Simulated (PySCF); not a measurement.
Several orderings of computed values.

All species are isolated and taken at one optimised geometry, non-relativistic unless stated. Electronic properties by PySCF.

The conformers computed, where there is a choice (atom-mapped SMILES and torsion angles):
- `[F:1][CH2:2][Si@@H:3]([PH2:4])[Si:5]([F:6])([F:7])[F:8]`: F1–C2–Si3–P4 59°, C2–Si3–Si5–F6 65°, H–P4–Si3–C2 -70°, H–P4–Si3–C2 -164°
- `[O:1]=[CH:2][NH:3][SiH2:4][OH:5]`: O1–C2–N3–Si4 0°, C2–N3–Si4–O5 0°, H–O5–Si4–N3 0°
- `[CH3:1][O:2][SiH2:3][S:4][C:5](=[C:6]=[O:7])[CH:8]=[O:9]`: C1–O2–Si3–S4 176°, O2–Si3–S4–C5 -45°, Si3–S4–C5–C6 145°, S4–C5–C8–O9 5°
- `[CH3:1][CH2:2][Si:3]([SiH3:4])([SiH3:5])[CH2:6][CH3:7]`: C1–C2–Si3–Si4 177°, C2–Si3–C6–C7 62°
- `[CH:1]#[C:2][Si@:3]([F:4])([C:5]#[C:6][CH3:7])[S:8][SiH3:9]`: C2–Si3–S8–Si9 -168°

The conformers of `CN1C[Si@@H](Cl)C[Si@H]1N` aren't listed.

Problem. Rank by smallest rotational constant, highest first (GFN2-xTB).
A. `FC[Si@@H](P)[Si](F)(F)F`
B. `CC[Si]([SiH3])(CC)[SiH3]`
C. `C#C[Si@](F)(C#CC)S[SiH3]`
D. `CO[SiH2]SC(=C=O)C=O`
E. `O=CN[SiH2]O`

Solution. E (2.394 GHz), B (0.837 GHz), D (0.729 GHz), A (0.560 GHz), C (0.507 GHz).

Problem. By how much do the two ends of that ranking differ?

Solution. By 1.887 GHz, between `O=CN[SiH2]O` and `C#C[Si@](F)(C#CC)S[SiH3]`.

Problem. Rank by HOMO–LUMO gap, lowest first (PBE0/pcSseg-1 at GFN2-xTB geometries).
A. `[Si@@H]1(Cl)CN(C)[Si@@H](C1)N`
B. `C#C[Si@](F)(C#CC)S[SiH3]`
C. `CC[Si]([SiH3])([SiH3])CC`
D. `O[SiH2]NC=O`

Solution. B (6.48 eV), A (6.83 eV), C (7.59 eV), D (8.15 eV).

Problem. By how much do the two ends of that ranking differ?

Solution. By 1.67 eV, between `O=CN[SiH2]O` and `C#C[Si@](F)(C#CC)S[SiH3]`.
